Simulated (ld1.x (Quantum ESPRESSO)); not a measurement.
**europium, TM: configuration errors across variants**

```json
{"Element": "Eu (Z = 63)", "Generator": "ld1.x (Quantum ESPRESSO) 7.5", "Type": "norm-conserving Troullier–Martins (Kleinman–Bylander form)", "Functional": "LDA (PZ)", "Relativity": "fully relativistic", "Frozen core": "[Xe] 4f6", "Valence charge": "3", "Reference configuration": "5d1 6s1 6p0 (charge +1)", "Partial waves": "6s (bound): rc 3.00 bohr; 5d (bound): rc 2.40 bohr; 5f channel at -0.1 Ry: rc 3.75 bohr; 6p (bound, empty): rc 3.70 bohr", "Local potential": "the p channel", "Core correction": "none"}
```

Open shells are filled in proportion to 2j + 1 (rel_dist='average').

All-electron excitation energies from the reference (eV): (1) 5d1 6s2 6p0 -6.759; (2) 5d1 6s0 6p0 12.208; (3) 5d1 6s1.5 6p0 -4.032; (4) 5d1 6s0 6p2 -0.842; (5) 5d1.5 6s1.5 6p0 -5.999; (6) 5d1 6s1 6p1 -3.885; (7) 5d0 6s2 6p1 -4.744.

Tests that are not counted but printed errors over 1 eV. “wave 6p (bound): rc 3.70 bohr becomes 6p (bound): rc 2.46 bohr”: 5d1 6s0 6p2 (solver errors, printed error -13.0 eV); 5d1 6s1 6p1 (solver errors, printed error -3.9 eV); 1 more.

A true bound ghost makes a file unfit for plane-wave use even where its test errors are small: the radial tests pick states by their node count and pass the ghost by. Where a test does run into it, the solver fails or the error is huge.

Errors AE − PS in meV (a dash: test not solved or not reliable):

```csv
change,(1),(2),(3),(4),(5),(6),(7),bound ghosts
base,+25,+69,+7.7,-14,+19,-2.3,+181,none
wave 6p (bound): rc 3.70 bohr becomes 6p (bound): rc 2.46 bohr,+22,+75,+7.2,–,+19,–,–,"s, p1/2 (extra level of the local part), p3/2 (extra level of the local part)"
wave 6p (bound): rc 3.70 bohr becomes 6p (bound): rc 2.76 bohr,+21,+74,+6.9,-49,+17,-18,+168,"s, p3/2 (extra level of the local part), p1/2 (extra level of the local part)"
wave 6p (bound): rc 3.70 bohr becomes 6p (bound): rc 3.20 bohr,+14,+71,+4.9,-31,+6.7,-13,+163,s
wave 6p (bound): rc 3.70 bohr becomes 6p (bound): rc 3.64 bohr,+27,+69,+8.4,-15,+22,-2.8,+179,none
wave 6p (bound): rc 3.70 bohr becomes 6p (bound): rc 4.20 bohr,+22,+69,+6.9,-12,+15,-1.3,+183,none
wave 6p (bound): rc 3.70 bohr becomes 6p (bound): rc 4.54 bohr,+22,+69,+7.1,-12,+16,-1.2,+183,none
wave 6p (bound): rc 3.70 bohr becomes 6p (bound): rc 5.60 bohr,+31,+68,+9.4,-7.9,+27,-1.3,+181,none
```

Q: Give the same row for: wave 6p (bound): rc 3.70 bohr becomes 6p (bound): rc 5.10 bohr.

A: +26, +68, +8.1, -9.4, +21, -1.1, +182; bound ghosts: none.
